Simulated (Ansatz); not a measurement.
Ansatz (a quantum-chemistry and plane-wave program) input:

Ansatz 0.2 input:
```yaml
crystal:
  periodic: [false, false, false]
  atoms:
    - {symbol: Zn, position_ang: [-0.00093466, 0.01832399, 0.00229804]}
    - {symbol: O, position_ang: [1.35673545, 0.09577826, -1.15640362]}
    - {symbol: H, position_ang: [1.76160617, 0.93755163, -1.43510186]}
    - {symbol: O, position_ang: [-1.34486906, -0.32841800, 1.12722789]}
    - {symbol: H, position_ang: [-1.82849740, 0.37384644, 1.59956645]}
basis:
  gaussian:
    orbitals: def2-TZVPD
hamiltonian:
  xc: {name: PBE-QIDH}
total_charge: 1
magnetization: {spin_polarized: true, initial_magnetization: 1}
correlation: {electrons: outside_noble_gas}
```

What final total energy does it print?

-1930.03990 Eh (PBE-QIDH/def2-TZVPD). The basis has 149 functions.

The spin state was set by rule; other spins were not relaxed.
